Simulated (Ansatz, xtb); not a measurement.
Relative energy of two isomers of FH7SSi3

We compare a, `F[Si]([SiH3])([SiH3])S`, a singlet, with b, `F[SiH2][SiH2][SiH2]S`, a singlet. Both are isolated molecules in the gas phase, relaxed with PBE0-D3(BJ)/def2-SVP; the shapes shown needn't be the lowest conformers.

a (Å):

```yaml
atoms:
  - { symbol: F, position_ang: [-2.2205, -1.4277, -1.2746] }
  - { symbol: S, position_ang: [0.4387, -2.0657, 0.2460] }
  - { symbol: Si, position_ang: [-1.1680, -0.7322, -0.2293] }
  - { symbol: Si, position_ang: [-2.2681, -0.3421, 1.8030] }
  - { symbol: Si, position_ang: [-0.2762, 1.1669, -1.2689] }
  - { symbol: H, position_ang: [-3.5307, 0.4159, 1.5508] }
  - { symbol: H, position_ang: [-1.3720, 0.4713, 2.6800] }
  - { symbol: H, position_ang: [-2.5874, -1.6371, 2.4757] }
  - { symbol: H, position_ang: [0.5684, 1.8952, -0.2740] }
  - { symbol: H, position_ang: [-1.3523, 2.0764, -1.7660] }
  - { symbol: H, position_ang: [0.5809, 0.7373, -2.4173] }
  - { symbol: H, position_ang: [1.1087, -1.8959, -0.9166] }
```

b (Å):

```yaml
atoms:
  - { symbol: F, position_ang: [-2.4194, 0.4971, -0.1251] }
  - { symbol: S, position_ang: [1.7455, 0.3821, -3.4352] }
  - { symbol: Si, position_ang: [-1.1844, 0.5247, -1.1936] }
  - { symbol: Si, position_ang: [0.7767, 1.2281, -0.1086] }
  - { symbol: Si, position_ang: [2.1327, 1.8665, -1.9047] }
  - { symbol: H, position_ang: [-1.5448, 1.4808, -2.2795] }
  - { symbol: H, position_ang: [-1.0323, -0.8515, -1.7434] }
  - { symbol: H, position_ang: [0.5182, 2.3359, 0.8626] }
  - { symbol: H, position_ang: [1.4136, 0.0791, 0.6103] }
  - { symbol: H, position_ang: [3.5895, 1.9951, -1.5967] }
  - { symbol: H, position_ang: [1.6445, 3.1395, -2.5118] }
  - { symbol: H, position_ang: [2.1093, -0.6713, -2.6695] }
```

Task: Estimate E(b) − E(a) at the level CCSD(T)/def2-SVP + ΔMP2/def2-TZVPP.

Result: Too close to call at this level: CCSD(T)/def2-SVP + ΔMP2/def2-TZVPP gives E(b) − E(a) = +1.32 kcal/mol.

The same difference at several levels:

```tsv
level	geometry	E(b) − E(a) (kcal/mol)	departure from the last row (kcal/mol)	job, with rough time for the two
PBE0-D3(BJ)/def2-SVP	PBE0-D3(BJ)/def2-SVP	+1.39	+0.07	optimisation, 4.3 min
HF/def2-SVP	PBE0-D3(BJ)/def2-SVP	+0.67	−0.65	part of the CCSD(T) run
MP2/def2-SVP	PBE0-D3(BJ)/def2-SVP	+0.91	−0.41	part of the CCSD(T) run
CCSD(T)/def2-SVP	PBE0-D3(BJ)/def2-SVP	+1.10	−0.23	single point
CCSD(T)/def2-SVP + ΔMP2/def2-TZVPP	PBE0-D3(BJ)/def2-SVP	+1.32		single point, 89 s
```

As drawn, both hold the same kinds of bond in the same numbers.

The largest departure from CCSD(T)/def2-SVP + ΔMP2/def2-TZVPP is that of HF/def2-SVP, 0.65 kcal/mol. Levels run at GFN2-xTB geometries aren't shown. The last row adds to CCSD(T) the change of the MP2 difference between the two basis sets, here +0.23 kcal/mol.

With thermal terms from frequencies at re-optimised GFN2-xTB minima (ideal gas, soft modes damped towards free rotors, one conformer each, 298.15 K, 1 atm): the zero-point term adds +0.85 kcal/mol; ΔH is +1.62 and ΔG +2.73 kcal/mol.

The correlated steps freeze 21 core orbitals. Codes used: Ansatz 0.2.0, xtb 6.7.1; the last row on 2 threads of Intel(R) Xeon(R) Processor @ 2.50GHz (Skylake/Cascade Lake) on a shared host.
